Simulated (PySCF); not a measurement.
**Se³⁺ (selenium, charge +3): UHF calculation**

Configuration: [Ar] 3d10 4s2 4p1, 2P determinant. Computed with PySCF 2.14 in aug-cc-pwCVTZ-PP with ECP10MDF, with scalar relativity through the core potential.

- Total energy: -369.644269 hartree
- One-electron energy: -625.1314 hartree
- Hartree (Coulomb) energy: 282.2835 hartree
- Exchange energy: -26.7964 hartree
- ⟨S²⟩: 0.7576
- ⟨L²⟩: 2.023
- Sum of ⟨r⟩: 16.12 bohr
- Sum of ⟨r²⟩: 18.25 bohr²
- Traceless quadrupole moment −½Σ⟨3z² − r²⟩ along its main axis: -1.68 e·bohr²

| shell | electrons | mean orbital energy (hartree) | spread (hartree) | rms radius, mean of both spins (bohr) |
| --- | --- | --- | --- | --- |
| 3s α | 1 | -10.25882 | 0 | 0.614 |
| 3s β | 1 | -10.24773 | 0 | 0.614 |
| 3p α | 3 | -8.13436 | 0.00354 | 0.637 |
| 3p β | 3 | -8.12168 | 0.03000 | 0.637 |
| 3d α | 5 | -3.93992 | 0.01224 | 0.685 |
| 3d β | 5 | -3.93182 | 0.02839 | 0.685 |
| 4s α | 1 | -2.04273 | 0 | 1.77 |
| 4s β | 1 | -1.92705 | 0 | 1.77 |
| 4p α | 1 | -1.55402 | 0 | 2.02 |

Energies and moments cover only the electrons outside the core potential.
